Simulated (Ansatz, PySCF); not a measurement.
Te(Et)(SH) (C₂H₆STe), SMILES CC[Te]S.

Geometry optimised at B3LYP-D3(BJ)/def2-SVP. The structure was generated by enumeration, and PubChem lists no compound with its InChIKey, so it may never have been made. The def2 effective core potentials stand for the cores of Te; spin–orbit coupling is left out. Other conformers were not sampled.

Vertical ionisation energy (IE) and electron affinity (EA) in eV. Rows of orbital energies are one-electron estimates. Where ΔSCF, EOM or ADC give a negative EA the extra electron is unbound and the value depends on the basis.

```json
[
 {"level": "−ε(HOMO), −ε(LUMO), PBE0/def2-TZVP (PySCF)", "IE": "6.24", "EA": "1.68"},
 {"level": "−ε(HOMO), −ε(LUMO), PBE/def2-TZVP (PySCF)", "IE": "(withheld)", "EA": "(withheld)"},
 {"level": "ΔSCF, PBE0/def2-SVPD (Ansatz), final states of multiplicity 2 and 2", "IE": "8.22", "EA": "0.25"},
 {"level": "ΔSCF, PBE/def2-SVPD (Ansatz), final states of multiplicity 2 and 2", "IE": "8.13", "EA": "0.30"}
]
```

Question: Some entries are withheld; supply them. (The exact figures need the calculation; the answer reports its results.)

Answer: 
- −ε(HOMO), −ε(LUMO), PBE/def2-TZVP (PySCF), IE: 5.18
- −ε(HOMO), −ε(LUMO), PBE/def2-TZVP (PySCF), EA: 2.50

Question: What vertical singlet–triplet gap does ΔSCF give with PBE0/def2-SVPD (Ansatz, a program for electronic structure) and with PBE/def2-SVPD (Ansatz)? (Estimate from the structure and the level; the computed values follow.)

Answer: 2.50 and 2.48 eV (triplet above singlet where positive).
